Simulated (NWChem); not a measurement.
Molecule: CH₆BFN₂; SMILES NB(N)CF

```xyz
11

N      0.7334    -1.7697    -0.0034
B     -0.0128    -0.5667     0.0007
N     -1.4190    -0.5145     0.0017
C      0.7577     0.8320     0.0061
F     -0.1301     1.8977    -0.0036
H      1.7423    -1.7906    -0.0044
H      0.3153    -2.6892    -0.0052
H     -2.0381    -1.3116    -0.0016
H     -1.8812     0.3844     0.0028
H      1.4215     0.9271    -0.8736
H      1.4034     0.9287     0.8992
```
Atoms are numbered in this order, from 1.

Level: PBE0/def2-SVP (NWChem), optimised geometry, unscaled harmonic frequencies. 

Question: List the harmonic frequencies with IR intensities, and the thermochemistry.

Answer: 
```csv
frequency (cm⁻¹),IR intensity (km/mol)
76,0.9
215,4.2
311,87.4
344,1.4
376,201.4
420,49.1
471,53.0
474,4.7
604,0.0
761,3.4
854,1.2
886,3.3
921,7.8
1096,90.6
1251,1.7
1265,52.2
1390,64.2
1434,57.9
1461,4.6
1587,92.9
1610,273.9
3035,31.1
3086,31.8
3647,52.7
3655,19.8
3757,37.0
3760,28.6
```

The zero-point energy is 55.4 kcal/mol. The thermal correction to the enthalpy at 298.15 K (with zero-point energy) is 60.1 kcal/mol and the heat capacity Cv is 22.9 cal/(mol K). The entropy at 298.15 K and 1 atm (symmetry number 1) is 78.0 cal/(mol K) and the dipole moment is 2.58 D.

Rigid rotor and harmonic oscillator; modes under 100 cm⁻¹ make the entropy uncertain.
